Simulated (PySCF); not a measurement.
A structure optimised at PBE-D3(BJ)/def2-SVP, used in a PySCF frequency run:

```xyz
11

Si     1.6257     0.0000    -0.2125
N      0.0000     0.0000     0.7856
Si    -1.6257     0.0000    -0.2125
H      2.6934     0.0117     0.8283
H      1.5326    -1.2604    -1.0036
H      1.5221     1.2486    -1.0209
H     -0.0002     0.8201     1.4220
H      0.0002    -0.8201     1.4220
H     -1.5221    -1.2486    -1.0209
H     -1.5326     1.2604    -1.0036
H     -2.6934    -0.0117     0.8283
```
Charge +1, spin multiplicity 1.

Question: Write its SMILES, formula and point group.

Answer: [SiH3][NH2+][SiH3], H₈NSi₂, C2

Question: What are its rotational constants (standard atomic weights)?

Answer: 17.750, 2.8048, 2.6151 GHz
